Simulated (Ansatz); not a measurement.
Cl2Pb, triplet, at a GFN2-xTB geometry (such geometries of metal compounds can be far from the true shape) (the spin is typed, not shown lowest) (core potentials on Pb), atoms displaced at random by about 0.03 Å a coordinate; PBE/def2-SVP, gradient (Ansatz, an electronic-structure program).

Here is a job for Ansatz.
Ansatz 0.2 input:
```yaml
crystal:
  periodic: [false, false, false]
  atoms:
    - {symbol: Pb, position_ang: [0.08561778, -0.02159218, 0.72551589]}
    - {symbol: Cl, position_ang: [0.77593368, 1.15237358, -1.68661514]}
    - {symbol: Cl, position_ang: [-0.96099419, -0.83101528, -1.67923805]}
basis:
  gaussian:
    orbitals: def2-SVP
hamiltonian:
  xc: pbe
magnetization: {spin_polarized: true, initial_magnetization: 2}
output: {forces: true}
```

The log (banner, timings and long lists left out):

```
Functional definition: PBE
686 factors; their error is unknown
mean field evaluation 1: about -30276.1853 eV, gradient 8.3e0 eV
mean field evaluation 2: about -30274.8282 eV, gradient 1.6e1 eV
mean field evaluation 4: about -30276.6599 eV, gradient 6.6e-1 eV
mean field evaluation 8: about -30276.6361 eV, gradient 1.5e-2 eV
mean field evaluation 16: about -30275.2543 eV, gradient 3.6e0 eV
mean field evaluation 32: about -30275.8517 eV, gradient 2.4e0 eV
mean field -30276.63612106 eV, -1112.6458552080 hartree, gradient 3.3e-5 eV, S^2 2.002235; 4 other end points of the search recorded, 0 dependent functions left out
the calculation of the forces begins
reference -30276.63615170 eV, -1112.6458563341 hartree; 29, 27 occupied and 33, 35 virtual orbitals, 686 factors
Total energy: -30276.63615170 eV, -1112.6458563341 hartree
Atom 0 at     0.085618    -0.021592     0.725516 Å, force    -0.004643     0.062407    -0.422911 eV/Å
Atom 1 at     0.775934     1.152374    -1.686615 Å, force     0.105095     0.080240     0.247957 eV/Å
Atom 2 at    -0.960994    -0.831015    -1.679238 Å, force    -0.100453    -0.142647     0.174954 eV/Å
Dipole moment:     0.050164    -0.056178     0.708502 e Å
```
